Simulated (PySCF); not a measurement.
A compound of formula C21H19F3 has these computed shifts in ppm, with the number of atoms in brackets (GIAO WP04/pcSseg-1, gas phase, PySCF SCF with an in-house response code, fitting set def2-universal-JFIT up to Ne and JKFIT beyond, grid level 2, non-relativistic, geometry: GFN2-xTB; 13C, 1H against isolated TMS; 19F against isolated CFCl3).

1H: 3.45 (3), 3.30 (6), 3.21 (3), 3.21 (1), 3.21 (6)
13C: 145.0 (1), 89.1 (1), 72.1 (3), 71.3 (1), 71.2 (3), 71.1 (6), 71.0 (6)
19F: -89.8 (3)

**Question.** Which structure gave them?

**Answer.** FC(F)(F)C12[C@H]3[C@@H]4[C@H]5[C@@H]6C7[C@@H]8[C@H]5[C@H]3[C@H]3[C@@H]8[C@H]5[C@@H]7[C@H]7[C@@H]6[C@@H]4[C@@H]1[C@H]7[C@H]5[C@H]32. Other isomers were not compared.
